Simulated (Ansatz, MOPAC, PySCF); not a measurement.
Noncovalent pair: CH5N (SMILES CN) (first 7 atoms) with CH2O2 (SMILES O=CO); geometry from B3LYP-D3(BJ)/def2-TZVP, rigid monomers moved along the line of their centres of mass till N2···H12 is 1.52 Å.
(charge 0, multiplicity 1):
```xyz
12

C      0.195     0.646     0.155
N     -0.560    -0.442     0.793
H      0.986     0.958     0.836
H     -0.470     1.494    -0.012
H      0.647     0.364    -0.801
H      0.056    -1.224     0.990
H     -1.303    -0.778     0.191
O      1.183    -0.138     3.201
C      0.166     0.244     3.732
O     -1.018     0.350     3.157
H      0.122     0.554     4.787
H     -0.944     0.045     2.185
```

Counterpoise-corrected where a basis set is named; no monomer relaxation. Rows marked so take none.

Correlated levels freeze the cores. Rows in 3-21G, 6-31G*, STO-3G carry no dispersion term and start afresh at each structure (6-31G* with six Cartesian d functions). MP2/6-31G* freezes PySCF's default core. The state that PM6, PM7 reach isn't checked; PM7 holds dispersion and hydrogen-bond terms.

Run with Ansatz (a program for electronic structure); MOPAC for PM6, PM7 (differences of heats of formation); PySCF for 3-21G rows, 6-31G* rows, STO-3G rows, the dispersion terms. 

Other levels give for the interaction energy: PBE/def2-TZVPPD -12.94; B3LYP/def2-TZVPPD -11.29; B3LYP-D3(BJ)/def2-TZVPPD -14.14; wB97M-V/def2-TZVPPD -13.36; CCSD(T)/aug-cc-pVDZ -10.97 kcal/mol.

**Question.** What do these common cheap choices give for the same quantity: PM6, PM7, HF/STO-3G (no counterpoise), HF/3-21G (no counterpoise), BP86/6-31G* (no counterpoise), B3LYP/6-31G* (no counterpoise), M06-2X/6-31G* (no counterpoise), MP2/6-31G* (no counterpoise)?

**Answer.** PM6 -5.98; PM7 -8.06; HF/STO-3G (no counterpoise) -11.29; HF/3-21G (no counterpoise) -20.96; BP86/6-31G* (no counterpoise) -16.01; B3LYP/6-31G* (no counterpoise) -15.72; M06-2X/6-31G* (no counterpoise) -18.34; MP2/6-31G* (no counterpoise) -15.94 kcal/mol. They span -20.96 to -5.98 kcal/mol.
